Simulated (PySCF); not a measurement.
In(H)(Me)(Et) (C₃H₉In), SMILES C[CH2][InH][CH3].

The structure is a stationary point at r2SCAN-D4/def2-SVP. The structure was generated by enumeration; whether it is a known compound was not checked. The def2 effective core potentials stand for the cores of In; spin–orbit coupling is left out. Other conformers were not sampled.

Computed with M06-2X/def2-TZVP (PySCF).

The molecule is in vacuum.

The total energy comes out as -309.74106 hartree and the highest occupied level is -7.86 eV. The lowest empty level is -0.83 eV. The orbital gap comes out as 7.03 eV and the dipole moment is 0.64 D. The quadrupole, principal values (traceless, Buckingham form, about the centre of nuclear charge) is -4.52, -3.18, 7.69 D·Å. The mean static polarisability is 76.4 bohr³ (11.32 Å³). The polarisability, principal values comes out as 57.3, 75.0, 97.0 bohr³.
